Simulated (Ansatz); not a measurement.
Butyl acetate (`CCCCOC(C)=O`) from Hartree–Fock to CCSD(T)

```xyz
20

C    -0.357    3.096    0.933
C    -0.881    1.677    1.071
C     0.037    0.649    0.430
C    -0.498   -0.756    0.583
O     0.397   -1.729    0.035
C     0.290   -1.964   -1.281
C     1.295   -2.983   -1.724
O    -0.510   -1.423   -1.996
H    -0.246    3.373   -0.119
H    -1.031    3.819    1.398
H     0.623    3.202    1.406
H    -1.014    1.437    2.132
H    -1.875    1.607    0.615
H     0.154    0.870   -0.635
H     1.033    0.704    0.883
H    -0.594   -1.026    1.636
H    -1.472   -0.854    0.099
H     2.304   -2.610   -1.537
H     1.177   -3.901   -1.146
H     1.165   -3.186   -2.783
```

Total charge 0; spin multiplicity 1. The structure was optimised at the PBE0-D4/def2-TZVP level. It is one conformer, not always the lowest. Frozen core, restricted reference, the Gaussian-basis code of Ansatz. CBS rows extrapolate triple and quadruple zeta; past MP2 they add the triple-zeta difference.

```csv
basis,HF (Eh),MP2 corr.
def2-SVP,-383.65976,-1.20416
def2-TZVPP,-384.09833,-1.48908
def2-QZVPP,-384.11609,-1.59114
```

Task: Estimate the CCSD correlation energy and the (T) correction in each basis where they were run (hartree).

Result: 
| basis | CCSD corr. | (T) |
| --- | --- | --- |
| def2-SVP | -1.28188 | -0.03930 |
| def2-TZVPP | -1.54746 | -0.06340 |
| CBS(def2) | -1.72511 | as TZ |
